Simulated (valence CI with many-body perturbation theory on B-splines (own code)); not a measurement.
The numbers below are computed, except where a source is named.
## In¹⁸⁺: configurations and terms from energies and g

Method: relativistic CI+MBPT: three valence electrons over a frozen Dirac-Fock core [Ar] 3d10, a basis of 11 s, 11 p, 10 d, 8 f, 5 g, 2 h functions for each j, with the one-electron correlation potential Σ1, the two-electron term Σ2, the three-electron term Σ3, Breit, model QED; selected CI, second order for the rest, scaled by the run's own slope (own B-spline code, finite nucleus).

No measured levels were compared; by estimate levels hold to about 250 cm⁻¹ or 0.2 % of their energy and the worst to 1 %, as in measured heavy ions of charge 2 to 7; those with d or f electrons hold less well.

```csv
No.,J,Parity,E (cm⁻¹),g
1,1/2,odd,0,0.664
2,3/2,odd,78199,1.333
3,1/2,even,311900,2.552
4,3/2,even,358020,1.712
5,5/2,even,383600,1.492
6,3/2,even,433180,0.861
10,3/2,even,553340,1.289
11,3/2,even,675620,0.800
12,5/2,even,689080,1.200
15,5/2,odd,834240,1.198
16,1/2,odd,883400,0.664
17,3/2,odd,919230,0.477
18,5/2,odd,934730,1.046
20,7/2,odd,959720,1.251
```

Energies count from the lowest level. Strongly mixed levels and levels close to another of their J and parity are left out, so the numbers can have gaps.

(1) Give configuration and LS term of each level.

## Answers

(1) 1: 4s²4p ²P°; 2: 4s²4p ²P°; 3: 4s4p² ⁴P; 4: 4s4p² ⁴P; 5: 4s4p² ⁴P; 6: 4s4p² ²D; 10: 4s4p² ²P; 11: 4s²4d ²D; 12: 4s²4d ²D; 15: 4p³ ²D°; 16: 4p³ ²P°; 17: 4s4p4d ⁴F°; 18: 4s4p4d ⁴F°; 20: 4s4p4d ⁴F°.
